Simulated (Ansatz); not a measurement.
Basis-set series for CH2ClNOSi, SMILES `O=C=N[SiH2]Cl`. Charge 0, multiplicity 1. The geometry is a stationary point of PBE0-D4/def2-TZVP. It is one conformer, not always the lowest.

```xyz
7

O     2.462    0.882    1.443
C     1.488    0.415    1.016
N     0.484   -0.097    0.615
Si   -0.834   -0.345   -0.429
Cl   -0.757    0.966   -1.997
H    -0.760   -1.717   -0.966
H    -2.083   -0.103    0.318
```

```csv
functional,basis,functions,energy (Eh),HOMO (eV),LUMO (eV)
PBE0-D4,def2-SVP,88,-918.24940,-8.77,-0.07
PBE0-D4,def2-TZVPP,205,-918.70999,-8.89,-0.33
ωB97M-V,def2-SVP,88,-918.61296,-10.93,2.08
ωB97M-V,def2-TZVPP,205,-919.07747,-11.09,1.64
```

Problem. Give the rows for def2-QZVPP. (An estimate is asked.)

Solution. Computed: 
```csv
functional,basis,functions,energy (Eh),HOMO (eV),LUMO (eV)
PBE0-D4,def2-QZVPP,371,-918.74230,-8.92,-0.46
ωB97M-V,def2-QZVPP,371,-919.10758,-11.12,1.29
```

Positive LUMOs are unbound and depend on the basis.
